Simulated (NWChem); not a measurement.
hydrogen iodide (HI); SMILES I

```xyz
2

I      0.0000     0.0000     0.0520
H      0.0000     0.0000    -1.5652
```
Atoms are numbered in this order, from 1.

Structure relaxed at the PBE0/def2-SVP level. def2 effective core potentials on I; no spin-orbit coupling.

Question: List the 4 lowest vertical singlet excitations from B3LYP/def2-SVP with def2 effective core potentials on I, TDA (NWChem).

Answer: 
| state | energy (eV) | oscillator strength | leading excitation (squared amplitude) |
|---|---|---|---|
| S1 | 5.47 | 0.000 | HOMO → LUMO (1.00) |
| S2 | 5.47 | 0.000 | HOMO−1 → LUMO (1.00) |
| S3 | 11.06 | 0.991 | HOMO−2 → LUMO (0.91) |
| S4 | 13.13 | 0.381 | HOMO−1 → LUMO+1 (0.97) |
